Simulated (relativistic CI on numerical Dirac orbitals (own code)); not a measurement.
# Sr III: what numerical and physical settings do to a radial Dirac CI calculation

Reference input:

```
atom Sr  Z=38  charge=2  electrons=36
nucleus A=88  rms_radius_fm=4.2240
hamiltonian dirac-coulomb  breit=on  qed=on  c_scale=1
orbitals kli  potential=per-configuration
slater_scale 1
correlation none
mixing on
grid step=0.0125 r_max=67.1
scf mixing=0.4 start=green max_iterations=150 tolerance=2e-08 node_fill=0.05
configurations
  [Ar] 3d10 4s2 4p6
  [Ar] 3d10 4s2 4p5 4d
  [Ar] 3d10 4s2 4p4 4d2
  [Ar] 3d10 4s2 4p5 5s
  [Ar] 3d10 4s 4p6 4d
end
```

Computed lowest total energy -3174.70272 Ha, first excitation 186685.8 cm⁻¹, 55 SCF steps. Runs with settings changed; * marks those that are bad on purpose (the QED terms keep the true α when c is scaled):

| Changed | Outcome | Lowest level | ΔE (Ha) | First excitation (cm⁻¹) | SCF steps | Message |
| --- | --- | --- | --- | --- | --- | --- |
| Breit term off, iteration limit 20, SCF tolerance 1e-06 | converged | 4s²4p⁶ ¹S0 | -1.72 | 186796.3 | 48 |  |
| speed of light × 1.25, nuclear radius 3.8016 fm | converged | 4s²4p⁶ ¹S0 | 16.4 | 187120.5 | 55 |  |
| iteration limit 20, SCF tolerance 1e-06, Slater scale 0.6 | converged | 4s²4p⁶ ¹S0 | 0.0385 | 184257.8 | 48 |  |
| start potential thomas-fermi, speed of light × 0.8, end of the grid at 33.55 bohr | converged | 4s²4p⁶ ¹S0 | -26.6 | 185962.7 | 55 |  |
| SCF tolerance 0.3 * | converged | 4s²4p⁶ ¹S0 | 0.0425 | 185799.8 | 15 |  |
| Slater scale 0 * | converged | 4s²4p⁶ ¹S0 | 0.0642 | 187534.8 | 55 |  |

With so few configurations and no correlation, terms lie too far apart (by 10 to 50 % near neutrality), their order can be wrong, and levels of other configurations are missing.
